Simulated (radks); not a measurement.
Question: Ta III, 71 electrons, occupied as [Xe] 4f14 5d3. All-electron calculation, scalar-relativistic Kohn-Sham, PBE, spin-polarised, spherical densities, finite nucleus; open shells are filled with parallel spins first (spin-orbit coupling, left out, can overturn this in heavy ions); Fermi nuclear charge, rms radius 5.3507 fm. Program: a radial shooting solver on a logarithmic mesh with Libxc functionals. Some entries of the table are withheld. Estimate them.

| orbital | occ. | eigenvalue (hartree) | <1/r> (bohr^-1) |
|---|---|---|---|
| 1s down | 1 | -2475.514 | 85.40 |
| 1s up | 1 | -2475.514 | 85.40 |
| 2s up | 1 | -425.8141 | 19.96 |
| 2s down | 1 | -425.8098 | 19.96 |
| 2p up | 3 | -373.3110 | 18.15 |
| 2p down | 3 | -373.3076 | 18.15 |
| 3s up | 1 | -97.98360 | 7.387 |
| 3s down | 1 | -97.98292 | 7.387 |
| 3p up | 3 | -82.36040 | 6.836 |
| 3p down | 3 | -82.35951 | 6.836 |
| 3d up | 5 | -64.10804 | 6.463 |
| 3d down | 5 | -64.10557 | 6.463 |
| 4s up | 1 | -20.42813 | 3.134 |
| 4s down | 1 | -20.42505 | 3.134 |
| 4p up | 3 | -15.30147 | 2.851 |
| 4p down | 3 | -15.29869 | 2.851 |
| 4d up | 5 | -8.73291 | 2.532 |
| 4d down | 5 | -8.72948 | 2.532 |
| 5s up | 1 | (1) | 1.207 |
| 5s down | 1 | (2) | 1.216 |
| 5p up | 3 | -2.04274 | 1.009 |
| 5p down | 3 | -1.98038 | 1.020 |
| 4f up | 7 | -1.47816 | (3) |
| 4f down | 7 | -1.46788 | (4) |
| 5d up | 3 | -0.70486 | (5) |
| 5d down | 0 | -0.62202 | (6) |

Answer: 
(1) 5s up eigenvalue (hartree): -3.26797
(2) 5s down eigenvalue (hartree): -3.22319
(3) 4f up <1/r> (bohr^-1): 1.998
(4) 4f down <1/r> (bohr^-1): 2.007
(5) 5d up <1/r> (bohr^-1): 0.6518
(6) 5d down <1/r> (bohr^-1): 0.6536
